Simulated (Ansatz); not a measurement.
Reaction (SMILES): F[SiH2][SiH](F)F → F[SiH](F)[SiH2] + F atom (the F-Si bond at the site shown breaks; other sites are not compared here)
Structures are relaxed separately at B3LYP-D3(BJ)/def2-TZVP in Ansatz (a quantum-chemistry and plane-wave program), one conformer each, not searched for the lowest.

Quantity: bond dissociation energy (electronic energy difference), in eV. Correlated levels leave the core frozen unless marked. Open shells are spin-unrestricted. No spin-orbit coupling. Non-relativistic. CBS marks a two-point X^-3 extrapolation of the correlation energy; Hartree-Fock from the larger set.

Level to compare with: CCSD(T)/CBS(aug-cc-pV(T+d)Z,aug-cc-pV(Q+d)Z) (Ansatz), 6.44 eV. It is a level with limits of its own, and the differences hold the functionals' basis error too.

Rank these functionals by how close they come to CCSD(T)/CBS(aug-cc-pV(T+d)Z,aug-cc-pV(Q+d)Z), closest first: SVWN5/def2-TZVPD (Ansatz); BHLYP/def2-TZVPD (Ansatz); CAM-B3LYP/def2-TZVPD (Ansatz); BLYP/def2-TZVPD (Ansatz).

CAM-B3LYP/def2-TZVPD (range-separated hybrid, 6.32 eV, difference -0.12), BLYP/def2-TZVPD (GGA, 6.22 eV, difference -0.22), BHLYP/def2-TZVPD (global hybrid, 5.96 eV, difference -0.48), SVWN5/def2-TZVPD (LDA, 7.15 eV, difference 0.71)
